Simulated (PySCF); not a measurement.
# UHF on Br²⁶⁺ (bromine, charge +26)

Configuration: [He] 2s2 2p5, 2P determinant. All numbers are calculated (PySCF 2.14, scalar relativity by spin-free X2C-1e, in an uncontracted even-tempered set (20 s from 7 bohr⁻², ratio 2.2; 12 p from 9.1 bohr⁻², ratio 2.2; 6 d from 43 bohr⁻², ratio 2.4; 5 f from 64 bohr⁻², ratio 2.4; 4 g from 96 bohr⁻², ratio 2.4)).

* Total energy: -2088.015668 hartree
* One-electron energy: -2319.4393 hartree
* Hartree (Coulomb) energy: 284.1109 hartree
* Exchange energy: -52.6872 hartree
* ⟨S²⟩: 0.7501
* ⟨L²⟩: 2.000
* Sum of ⟨r⟩: 1.247 bohr
* Sum of ⟨r²⟩: 0.2377 bohr²
* Traceless quadrupole moment −½Σ⟨3z² − r²⟩ along its main axis: 0.0123 e·bohr²

```csv
shell,electrons,mean orbital energy (hartree),spread (hartree),"rms radius, mean of both spins (bohr)"
1s α,1,-549.68640,0,0.0491
1s β,1,-549.21255,0,0.0491
2s α,1,-113.69890,0,0.199
2s β,1,-112.70415,0,0.199
2p α,3,-106.47682,0.67052,0.175
2p β,2,-105.92978,0,0.175
```

Spin-orbit coupling, absent here, splits the open shell strongly.

Densities and radii are taken from the X2C orbitals without a picture-change correction, which distorts them close to the nucleus.

Spin-orbit constants ζ (cm⁻¹) from the X2C one-electron operator on these orbitals: bare nucleus, nucleus screened by l(l+1)(2l+1)/3 electrons, and screened by the Breit-Pauli mean field of the electrons.

```
shell    bare  screened nucleus  mean field
   2p  281300            265200      259100
```

To first order the Landé constant is A = -259100 cm⁻¹, so the lowest level has J = 3/2 and lies 16.1 eV below the centre of the term.
